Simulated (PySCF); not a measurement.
## Spin states of InSe⁺

Unrestricted PBE0; basis In def2-SVP with ECP28, Se def2-SVP; scalar-relativistic core potentials; PySCF 2.14. Outer shells of the fragments: In+ 4d10 5s2; Se 3d10 4s2 4p4.

Followed along the bond (rough minima from three points):

```json
{"2Ms+1": "3", "unpaired": "π ↑↑", "⟨S²⟩ at the start": "2.00", "R at minimum (Å)": "3.23", "Te (eV)": "0.00"}
{"2Ms+1": "3", "unpaired": "σ ↑, π ↑", "⟨S²⟩ at the start": "2.01", "R at minimum (Å)": "2.74", "Te (eV)": "0.30"}
{"2Ms+1": "1", "unpaired": "π ↑↓", "⟨S²⟩ at the start": "1.01", "R at minimum (Å)": "3.23", "Te (eV)": "0.42"}
{"2Ms+1": "1", "unpaired": "σ ↓, π ↑", "⟨S²⟩ at the start": "1.01", "R at minimum (Å)": "2.66", "Te (eV)": "0.55"}
{"2Ms+1": "1", "unpaired": "none", "⟨S²⟩ at the start": "0.00", "R at minimum (Å)": "none in the scan", "Te (eV)": "≤ 1.37"}
```

Solutions found at the starting distance of 2.605 Å, counted from the lowest of them; the search is not exhaustive and high or unbound solutions are not listed, so other states can lie among these:

```json
{"2Ms+1": "3", "unpaired": "σ ↑, π ↑", "term": "³Π", "E (eV)": "0.00", "⟨S²⟩": "2.01", "⟨Lz²⟩": "1.01", "μ (D)": "-2.91"}
{"2Ms+1": "1", "unpaired": "σ ↓, π ↑", "term": "mixed", "E (eV)": "0.24", "⟨S²⟩": "1.01", "⟨Lz²⟩": "1.01", "μ (D)": "-3.05"}
{"2Ms+1": "3", "unpaired": "π ↑↑", "term": "³Σ⁻", "E (eV)": "0.33", "⟨S²⟩": "2.00", "⟨Lz²⟩": "0.00", "μ (D)": "0.25"}
{"2Ms+1": "1", "unpaired": "π ↑↓", "term": "mixed", "E (eV)": "0.74", "⟨S²⟩": "1.01", "⟨Lz²⟩": "2.01", "μ (D)": "0.25"}
{"2Ms+1": "1", "unpaired": "none", "term": "¹Σ⁺", "E (eV)": "1.23", "⟨S²⟩": "0.00", "⟨Lz²⟩": "0.00", "μ (D)": "-5.18"}
{"2Ms+1": "1", "unpaired": "none", "term": "mixed", "E (eV)": "2.00", "⟨S²⟩": "0.00", "⟨Lz²⟩": "2.00", "μ (D)": "0.33"}
{"2Ms+1": "3", "unpaired": "σ ↑↑", "term": "³Σ⁺", "E (eV)": "3.99", "⟨S²⟩": "2.04", "⟨Lz²⟩": "0.00", "μ (D)": "-5.33"}
{"2Ms+1": "3", "unpaired": "π ↑↑", "term": "mixed", "E (eV)": "4.21", "⟨S²⟩": "2.03", "⟨Lz²⟩": "2.01", "μ (D)": "-1.64"}
{"2Ms+1": "3", "unpaired": "σ ↑, π ↑↑↓", "term": "mixed", "E (eV)": "4.22", "⟨S²⟩": "3.01", "⟨Lz²⟩": "3.02", "μ (D)": "1.58"}
{"2Ms+1": "3", "unpaired": "π ↑↑", "term": "mixed", "E (eV)": "4.38", "⟨S²⟩": "2.03", "⟨Lz²⟩": "2.01", "μ (D)": "-1.66"}
{"2Ms+1": "3", "unpaired": "σ ↓, π ↑↑↑", "term": "mixed", "E (eV)": "4.46", "⟨S²⟩": "3.01", "⟨Lz²⟩": "1.00", "μ (D)": "1.94"}
{"2Ms+1": "1", "unpaired": "σ ↑, π ↑↓↓", "term": "mixed", "E (eV)": "4.74", "⟨S²⟩": "2.02", "⟨Lz²⟩": "3.02", "μ (D)": "2.09"}
```

A term symbol is given only where ⟨S²⟩ and ⟨Lz²⟩ are close to those of a pure state; real π, δ and φ orbitals otherwise mix terms. A positive dipole points towards Se; it is taken about the centre of mass and depends on that origin.

Compare the gap between the two lowest followed solutions at the starting distance with the gap between their minima.

At PBE0 the second solution (triplet, unpaired electrons σ ↑, π ↑) lies -0.33 eV from the first (triplet, unpaired electrons π ↑↑) at 2.605 Å and +0.30 eV at the minima; the two curves relax by different amounts, since their minima lie near 2.74 and 3.23 Å.

Spin–orbit coupling is left out. Counting both spins, an empty level lies below a filled one in some of these solutions, because spin and occupation are held.
